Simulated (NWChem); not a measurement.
Species: SnH4Se; SMILES [SeH][SnH3]

Program: NWChem. All runs use the structure optimised with PBE0/def2-SVP. def2 effective core potentials on Sn; no spin-orbit coupling. Level: PBE0/def2-SVPD; rows give the wavelength of the field.

Q: Order these by “anisotropy (bohr³)”, lowest first: static; 1065 nm; 589 nm.

A: static (25.3), 1065 nm (26.1), 589 nm (28.0)
